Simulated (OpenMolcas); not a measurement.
## Predicting a hybrid from its neighbours: SiCNF2

SiCNF2: 5 atoms, total charge 0, spin state doublet. As SMILES, `N#C[Si](F)F`. The coordinates come from a PBE0-D4/def2-TZVP relaxation.

The dipole moment y, in D, basis aug-cc-pVDZ; a is the functional's share of exact exchange. Programs: OpenMolcas 26.06.

```
functional     program     a  y (D)
     UTPSS  OpenMolcas     0   2.29
      UPBE  OpenMolcas     0   2.26
    UB3LYP  OpenMolcas   0.2      ?
     UPBE0  OpenMolcas  0.25   2.33
    UBHLYP  OpenMolcas   0.5   2.45
```

Problem. Fit y = c + s·a to the known rows and predict UB3LYP.

Solution. 
1. Means of the 4 rows: a = 0.1875, y = 2.333.
2. Σ(Δa)² = 0.17188, Σ(Δa·Δy) = 0.058125, so the slope is 0.058125/0.17188 = 0.33817.
3. Intercept: 2.333 − (0.33817) × 0.1875 = 2.270. The largest residual of the fit is 0.025.
4. UB3LYP: 2.270 + (0.33817) × 0.2 = 2.34 D.

The run gave 2.37 D, so the prediction is off by -0.03 D, more than the largest residual. More exact exchange makes the molecule more polar here.
